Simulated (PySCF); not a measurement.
# `CB(C)c1cc1=O`, C5H7BO

Geometry (Å), atoms numbered from 1 in this order:
```xyz
14

C    -1.1875    0.2574   -0.1734
B    -0.1968   -0.9377   -0.4087
C    -0.6830   -2.3328   -0.9388
C     1.3025   -0.7135   -0.1895
C     2.4619   -0.6610    0.5128
C     2.5735   -0.3450   -0.8400
O     3.1410   -0.0237   -1.8455
H    -0.7352    1.2558   -0.2556
H    -2.0846    0.1999   -0.8084
H    -1.5387    0.1531    0.8722
H    -0.6257   -2.2718   -2.0433
H    -0.0561   -3.1851   -0.6400
H    -1.7362   -2.5363   -0.6935
H     2.8619   -0.8174    1.5174
```

The calculation used quadratic response CAM-B3LYP/def2-TZVPD first hyperpolarisability, Taylor convention, gas phase (PySCF). Geometry: PBE0-D3(BJ)/def2-SVP.

(1) Give the tensor of the second harmonic β(−2ω;ω,ω) at 1907 nm in the axes of these coordinates.

Answers

(1) In au, Taylor convention; rows are the first index (the induced dipole):
```csv
,xx,yy,zz,xy,xz,yz
x,+336.9,-8.6,-48.6,+83.4,-62.8,-2.8
y,+83.1,+4.4,+2.4,-8.6,-3.1,-22.7
z,-61.1,-22.8,-94.4,-2.8,-47.4,+2.6
```
Norm of βᵢ = ⅓ Σⱼ (βᵢⱼⱼ + βⱼᵢⱼ + βⱼⱼᵢ): 344.9 au, hyper-Rayleigh value 156.9 au.
